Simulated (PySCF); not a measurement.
# Magnesium: a sound run and one with changed settings

Sound run: Mg²⁺ [Ne], Mg³⁺ [He] 2s2 2p5. Calculation: PySCF 2.14, in aug-cc-pVDZ-DK; the spin-free X2C one-electron Hamiltonian (Gaussian nucleus). In the sound run the correlated levels freeze [He] 2s2. The sound run starts from symmetry-adapted Hartree-Fock orbitals and uses a fine grid where one is needed.

Changed run: initial guess sap, at most 50 SCF cycles.

| species | method | sound run (hartree) | changed run (hartree) | converged |
| --- | --- | --- | --- | --- |
| Mg²⁺ | UHF | -199.12896 | -199.12896 | yes |
| Mg²⁺ | BP86 | -199.54905 | -199.54905 | yes |
| Mg²⁺ | CCSD(T) | -199.13077 | -199.13077 | yes |
| Mg³⁺ | TPSS | -196.53058 | -196.53058 | yes |
| Mg³⁺ | MP2 | -196.15207 | -196.15207 | yes |

Here the plain start reaches the same solutions.
